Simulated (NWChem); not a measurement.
Program: NWChem. System: H₅BN₂, charge 0, spin multiplicity 1, at a geometry optimised with PBE0/def2-SVP. The structure started from a generated list of species. Level: TDA-LDA (SVWN5)/def2-SVP.

Input file:

```
start mol
memory heap 200 mb stack 900 mb global 1100 mb
geometry units angstroms nocenter noautoz
  B      0.000000     0.000000     0.493211
  H      0.000000     0.000000     1.706812
  N      1.243095     0.000000    -0.175939
  H      2.117778     0.000000     0.325975
  H      1.352224     0.000000    -1.180840
  N     -1.243095     0.000000    -0.175939
  H     -1.352224     0.000000    -1.180840
  H     -2.117778     0.000000     0.325975
  symmetry group C2v
end
basis spherical
  * library def2-svp
end
dft
  xc slater vwn_5
  semidirect memsize 60000000 filesize 0
  iterations 100
end
tddft
  cis
  nroots 6
  notriplet
  thresh 1e-4
end
task tddft energy
```

Output (cleaned and shortened):

```
             Northwest Computational Chemistry Package (NWChem) 7.3.0
             --------------------------------------------------------

                                NWChem Input Module
                                -------------------

 Scaling coordinates for geometry "geometry" by  1.889725989
 (inverse scale =  0.529177249)

 Turning off AUTOSYM since
 SYMMETRY directive was detected!

                             Geometry "geometry" -> ""
                             -------------------------

 Output coordinates in angstroms (scale by  1.889725989 to convert to a.u.)

  No.       Tag          Charge          X              Y              Z
 ---- ---------------- ---------- -------------- -------------- --------------
    1 B                    5.0000     0.00000000     0.00000000     0.49321100
    2 H                    1.0000     0.00000000     0.00000000     1.70681200
    3 N                    7.0000     1.24309500     0.00000000    -0.17593900
    4 H                    1.0000     2.11777800     0.00000000     0.32597500
    5 H                    1.0000     1.35222400     0.00000000    -1.18084000
    6 N                    7.0000    -1.24309500     0.00000000    -0.17593900
    7 H                    1.0000    -1.35222400     0.00000000    -1.18084000
    8 H                    1.0000    -2.11777800     0.00000000     0.32597500

 Effective nuclear repulsion energy (a.u.)      68.5768740276

            Nuclear Dipole moment (a.u.)
            ----------------------------
        X                 Y               Z
 ---------------- ---------------- ----------------
    -0.0000000000     0.0000000000    -0.0000170075

      Symmetry information
      --------------------

 Group name             C2v
 Group number             16
 Group order               4
 No. of unique centers     5

      Symmetry unique atoms

     1    2    3    4    5


 Summary of "ao basis" -> "" (spherical)
 ------------------------------------------------------------------------------
       Tag                 Description            Shells   Functions and Types
 ---------------- ------------------------------  ------  ---------------------
 *                          def2-svp                  on all atoms

                                 NWChem DFT Module
                                 -----------------

 Summary of "ao basis" -> "ao basis" (spherical)
 ------------------------------------------------------------------------------
       Tag                 Description            Shells   Functions and Types
 ---------------- ------------------------------  ------  ---------------------
 B                          def2-svp                 6       14   3s2p1d
 H                          def2-svp                 3        5   2s1p
 N                          def2-svp                 6       14   3s2p1d

 Summary of "ao basis" -> "ao basis" (spherical)
 ------------------------------------------------------------------------------
       Tag                 Description            Shells   Functions and Types
 ---------------- ------------------------------  ------  ---------------------
 B                          def2-svp                 6       14   3s2p1d
 H                          def2-svp                 3        5   2s1p
 N                          def2-svp                 6       14   3s2p1d

      Symmetry analysis of basis
      --------------------------

        a1         28
        a2          7
        b1         22
        b2         10

            General Information
            -------------------
          SCF calculation type: DFT
          Wavefunction type:  closed shell.
          No. of atoms     :     8
          No. of electrons :    24
           Alpha electrons :    12
            Beta electrons :    12
          Charge           :     0
          Spin multiplicity:     1
          Use of symmetry is: off; symmetry adaption is: on
          Maximum number of iterations: 100
          AO basis - number of functions:    67
                     number of shells:    33
          Convergence on energy requested:  1.00D-06
          Convergence on density requested:  1.00D-05
          Convergence on gradient requested:  5.00D-04

              XC Information
              --------------
                        Slater Exchange Functional  1.000 local
                      VWN V Correlation Functional  1.000 local

             Grid Information
             ----------------
          Grid used for XC integration:  medium
          Radial quadrature: Mura-Knowles
          Angular quadrature: Lebedev.
          Tag              B.-S. Rad. Rad. Pts. Rad. Cut. Ang. Pts.
          ---              ---------- --------- --------- ---------
          B                   0.85       49           8.0       434
          H                   0.35       45          11.0       434
          N                   0.65       49          10.0       434
          Grid pruning is: on
          Number of quadrature shells:   372
          Spatial weights used:  Erf1

          Convergence Information
          -----------------------
          Convergence aids based upon iterative change in
          total energy or number of iterations.
          Levelshifting, if invoked, occurs when the
          HOMO/LUMO gap drops below (HL_TOL):  1.00D-02
          DIIS, if invoked, will attempt to extrapolate
          using up to (NFOCK): 10 stored Fock matrices.

                    Damping( 0%)  Levelshifting(0.5)       DIIS
                  --------------- ------------------- ---------------
          dE  on:    start            ASAP                start
[...]
            Alpha orbitals :      67
             Beta orbitals :      67
        Alpha frozen cores :       0
         Beta frozen cores :       0
     Alpha frozen virtuals :       0
      Beta frozen virtuals :       0
         Spin multiplicity :       1
    Number of AO functions :      67
        Use of symmetry is : off
      Symmetry adaption is : on
         Schwarz screening :  0.10D-07

              XC Information
              --------------
                 Slater Exchange Functional   1.00 local
               VWN V Correlation Functional   1.00 local

             TDDFT Information
             -----------------
          Calculation type : Tamm-Dancoff TDDFT
         Wavefunction type : Restricted singlets
          No. of electrons :      24
           Alpha electrons :      12
            Beta electrons :      12
              No. of roots :       6
          Max subspacesize :    5200
            Max iterations :     100
               Target root :       1
           Target symmetry : none
      Symmetry restriction : off
                 Algorithm : Optimal
        Davidson threshold :  0.10D-03

            Memory Information
            ------------------
          Available GA space size is         144174711 doubles
          Available MA space size is          50656340 doubles
          Length of a trial vector is          660
          Algorithm : Incore multiple tensor contraction
          Estimated peak GA usage is          10528899 doubles
          Estimated peak MA usage is             18600 doubles

    6 smallest eigenvalue differences (eV)
--------------------------------------------------------
  No. Spin  Occ  Vir  Irrep   E(Occ)    E(Vir)   E(Diff)
--------------------------------------------------------
    1    1   12   13 a2       -0.193     0.037     6.255
    2    1   12   14 b1       -0.193     0.048     6.542
    3    1   12   15 b2       -0.193     0.063     6.953
    4    1   12   16 a2       -0.193     0.083     7.494
    5    1   11   13 b2       -0.262     0.037     8.140
    6    1   11   14 a1       -0.262     0.048     8.427
--------------------------------------------------------

  Entering Davidson iterations
  Restricted singlet excited states

  Iter   NTrls   NConv    DeltaV     DeltaE      Time
  ----  ------  ------  ---------  ---------  ---------
    1      6       0     0.24E+00   0.10+100        0.6
    2     12       0     0.15E+00   0.46E-01        0.6
    3     18       2     0.96E-01   0.31E-01        0.7
    4     22       4     0.75E-01   0.55E-02        0.6
    5     24       4     0.58E-01   0.14E-02        0.4
    6     26       5     0.12E-01   0.43E-02        0.4
    7     27       5     0.33E-03   0.14E-03        0.4
    8     28       6     0.47E-04   0.13E-06        0.4
  ----  ------  ------  ---------  ---------  ---------
  Convergence criterion met

  Ground state a1       -136.132977620735 a.u.

  ----------------------------------------------------------------------------
  Root   1 singlet a2             0.235859002 a.u.                6.4181 eV
  ----------------------------------------------------------------------------
     Transition Moments    X -0.00000   Y  0.00000   Z -0.00000
     Transition Moments   XX  0.00000  XY  0.79048  XZ  0.00000
     Transition Moments   YY -0.00000  YZ -0.00000  ZZ  0.00000
     Dipole Oscillator Strength                    0.0000000000
     Electric Quadrupole                           0.0000000437
     Magnetic Dipole                               0.0000010182
     Total Oscillator Strength                     0.0000010618

          sigma_e =   2.4445 Angstrom
          sigma_h =   1.5403 Angstrom
         |d_h->e| =   0.6181 Angstrom
            d_exc =   3.0173 Angstrom
            d_CD1 =   1.5222 Angstrom
            d_CD2 =  -1.3743 Angstrom
            d_CD3 =   3.6354 Angstrom
     Pearson C.C. =  -0.0497

     Occ.   11  b2  ---  Virt.   15  b1       0.05110
     Occ.   12  a2  ---  Virt.   13  a1      -0.99769
  ----------------------------------------------------------------------------
  Root   2 singlet b2             0.261055683 a.u.                7.1037 eV
  ----------------------------------------------------------------------------
     Transition Moments    X  0.00000   Y  0.21094   Z  0.00000
     Transition Moments   XX -0.00000  XY -0.00000  XZ -0.00000
     Transition Moments   YY  0.00000  YZ -0.07027  ZZ  0.00000
     Dipole Oscillator Strength                    0.0077439435
     Electric Quadrupole                           0.0000000005
     Magnetic Dipole                               0.0000000467
     Total Oscillator Strength                     0.0077439907

          sigma_e =   2.7011 Angstrom
          sigma_h =   1.5396 Angstrom
         |d_h->e| =   0.0811 Angstrom
            d_exc =   3.2562 Angstrom
            d_CD1 =   1.2426 Angstrom
            d_CD2 =  -2.0392 Angstrom
            d_CD3 =   3.3373 Angstrom
     Pearson C.C. =  -0.1118

     Occ.   11  b2  ---  Virt.   13  a1       0.11921
     Occ.   12  a2  ---  Virt.   15  b1      -0.99207
  ----------------------------------------------------------------------------
  Root   3 singlet a2             0.277665288 a.u.                7.5557 eV
  ----------------------------------------------------------------------------
     Transition Moments    X -0.00000   Y  0.00000   Z  0.00000
     Transition Moments   XX  0.00000  XY  0.20290  XZ  0.00000
     Transition Moments   YY -0.00000  YZ -0.00000  ZZ -0.00000
     Dipole Oscillator Strength                    0.0000000000
     Electric Quadrupole                           0.0000000047
     Magnetic Dipole                               0.0000000679
     Total Oscillator Strength                     0.0000000726

          sigma_e =   2.5984 Angstrom
          sigma_h =   1.5405 Angstrom
         |d_h->e| =   0.1678 Angstrom
            d_exc =   3.0525 Angstrom
            d_CD1 =   1.2257 Angstrom
            d_CD2 =  -1.9016 Angstrom
            d_CD3 =   3.2204 Angstrom
     Pearson C.C. =  -0.0206

     Occ.   12  a2  ---  Virt.   16  a1       0.99940
  ----------------------------------------------------------------------------
  Root   4 singlet b2             0.304359157 a.u.                8.2820 eV
  ----------------------------------------------------------------------------
     Transition Moments    X -0.00000   Y  0.42765   Z -0.00000
     Transition Moments   XX -0.00000  XY  0.00000  XZ  0.00000
     Transition Moments   YY -0.00000  YZ -0.28536  ZZ -0.00000
     Dipole Oscillator Strength                    0.0371081710
     Electric Quadrupole                           0.0000000122
     Magnetic Dipole                               0.0000000182
     Total Oscillator Strength                     0.0371082014

          sigma_e =   2.4592 Angstrom
          sigma_h =   1.4609 Angstrom
         |d_h->e| =   0.7720 Angstrom
            d_exc =   2.7970 Angstrom
            d_CD1 =   1.7703 Angstrom
            d_CD2 =  -1.1881 Angstrom
            d_CD3 =   3.5689 Angstrom
     Pearson C.C. =   0.1329

     Occ.   11  b2  ---  Virt.   13  a1      -0.98869
     Occ.   12  a2  ---  Virt.   15  b1      -0.11620
     Occ.   12  a2  ---  Virt.   17  b1       0.06831
  ----------------------------------------------------------------------------
  Root   5 singlet b1             0.307132941 a.u.                8.3575 eV
  ----------------------------------------------------------------------------
     Transition Moments    X  1.20433   Y  0.00000   Z  0.00000
     Transition Moments   XX -0.00000  XY -0.00000  XZ -1.10742
     Transition Moments   YY -0.00000  YZ  0.00000  ZZ -0.00000
     Dipole Oscillator Strength                    0.2969777022
     Electric Quadrupole                           0.0000001892
     Magnetic Dipole                               0.0000000341
     Total Oscillator Strength                     0.2969779255

          sigma_e =   1.6880 Angstrom
          sigma_h =   1.5579 Angstrom
         |d_h->e| =   0.5221 Angstrom
            d_exc =   2.3559 Angstrom
            d_CD1 =   0.6521 Angstrom
            d_CD2 =  -1.1009 Angstrom
            d_CD3 =   2.8780 Angstrom
     Pearson C.C. =  -0.0003

     Occ.    5  b1  ---  Virt.   13  a1       0.05120
     Occ.    6  a1  ---  Virt.   15  b1      -0.06089
     Occ.    6  a1  ---  Virt.   17  b1       0.05028
     Occ.    8  b1  ---  Virt.   13  a1       0.08152
     Occ.    8  b1  ---  Virt.   16  a1       0.06793
     Occ.    9  b1  ---  Virt.   18  a1       0.05503
     Occ.    9  b1  ---  Virt.   21  a1      -0.05665
     Occ.    9  b1  ---  Virt.   23  a1       0.06672
     Occ.   10  a1  ---  Virt.   15  b1       0.20540
     Occ.   10  a1  ---  Virt.   19  b1      -0.08671
     Occ.   12  a2  ---  Virt.   14  b2      -0.94746
  ----------------------------------------------------------------------------
  Root   6 singlet b2             0.317642905 a.u.                8.6435 eV
  ----------------------------------------------------------------------------
     Transition Moments    X -0.00000   Y  0.00892   Z  0.00000
     Transition Moments   XX  0.00001  XY -0.00000  XZ -0.00000
     Transition Moments   YY  0.00000  YZ -0.39115  ZZ  0.00001
     Dipole Oscillator Strength                    0.0000168570
     Electric Quadrupole                           0.0000000261
     Magnetic Dipole                               0.0000002433
     Total Oscillator Strength                     0.0000171265

          sigma_e =   2.5806 Angstrom
          sigma_h =   1.5409 Angstrom
         |d_h->e| =   0.4040 Angstrom
            d_exc =   3.1144 Angstrom
            d_CD1 =   1.4437 Angstrom
            d_CD2 =  -1.6568 Angstrom
            d_CD3 =   3.5184 Angstrom
     Pearson C.C. =  -0.0632

     Occ.   10  a1  ---  Virt.   14  b2      -0.05730
     Occ.   11  b2  ---  Virt.   13  a1      -0.06491
     Occ.   11  b2  ---  Virt.   16  a1       0.05916
     Occ.   12  a2  ---  Virt.   17  b1      -0.99402

              Target root =      1
          Target symmetry = none
      Ground state energy =   -136.132977620735
        Excitation energy =      0.235859002068
     Excited state energy =   -135.897118618667

  stored tddft:energy   -135.89711861866746

 Task  times  cpu:        5.2s     wall:        5.2s

 Total times  cpu:        5.3s     wall:        5.3s
```
